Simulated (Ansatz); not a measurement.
Start from `IC1=C[SiH2]1` and change one atom or group to get `F[SiH2]C1=C[SiH2]1`.

Ansatz, PBE0-D4/def2-TZVP geometries, multiplicity 1. Each molecule was computed in one conformer, which needn't be the lowest.

Elements past krypton have def2 core potentials.

| property | `IC1=C[SiH2]1` |
| --- | --- |
| LUMO energy (B3LYP/def2-TZVPP) / eV | -1.38 |
| HOMO energy (ωB97M-V/def2-TZVPP) / eV | -9.31 |
| HOMO–LUMO gap (ωB97M-V/def2-TZVPP) / eV | 9.99 |
| LUMO energy (ωB97M-V/def2-TZVPP) / eV | 0.68 |
| size of the dipole moment (PBE/def2-TZVPP) / D | 1.12 |
| HOMO–LUMO gap (PBE0/def2-TZVPP) / eV | 6.06 |

Q: Give the same properties after the change, and the shifts. (Estimate.)

A: The calculation gave: 
| property | `F[SiH2]C1=C[SiH2]1` | shift |
| --- | --- | --- |
| LUMO energy (B3LYP/def2-TZVPP) / eV | -1.36 | 0.02 |
| HOMO energy (ωB97M-V/def2-TZVPP) / eV | -9.46 | -0.15 |
| HOMO–LUMO gap (ωB97M-V/def2-TZVPP) / eV | 10.39 | 0.40 |
| LUMO energy (ωB97M-V/def2-TZVPP) / eV | 0.92 | 0.24 |
| size of the dipole moment (PBE/def2-TZVPP) / D | 1.59 | 0.47 |
| HOMO–LUMO gap (PBE0/def2-TZVPP) / eV | 6.18 | 0.12 |

Dipoles are sizes alone; their direction can turn.

B3LYP here is the variant with VWN-RPA as its local correlation; programs differ in this.

Spin–orbit coupling is left out; it splits and shifts lone-pair levels of the heavy atoms by tenths of an eV.
